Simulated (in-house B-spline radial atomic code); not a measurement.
# Ne6+: [He] 2s1 6f1 (an excited or competing configuration)

Computed with a radial B-spline atomic code at the basis-set limit: Dirac-Hartree-Fock, average of configuration, Fermi nucleus of rms radius 3.0055 fm.

Z_r = [3n² - l(l+1)]/(2<r>); Z_e = n√(-2ε); the last column is Slater's effective charge. Values are occupation-weighted means over j.

| shell | electrons | ε (eV) | <r> (bohr) | Z_r | Z_e | Slater |
| --- | --- | --- | --- | --- | --- | --- |
| 1s | 2 | -1143.8 | 0.1559 | 9.62 | 9.17 | 9.70 |
| 2s | 1 | -233.71 | 0.687 | 8.73 | 8.29 | 8.30 |
| 6f | 1 | -18.544 | 6.844 | 7.01 | 7.00 | 7.00 |

The least bound orbital is 6f7/2 at -18.54 eV, and it is also the most diffuse (<r> = 6.844 bohr).

Spin-orbit splittings of the orbital energies (j = l + 1/2 above j = l - 1/2 when positive): 6f 0.0006917 eV.

For the 1s electron the small component carries 0.125 % of the norm, the zero-frequency Breit interaction raises the level by 0.3408 eV, self-energy by 0.1461 eV, and vacuum polarisation lowers it by 0.007823 eV.
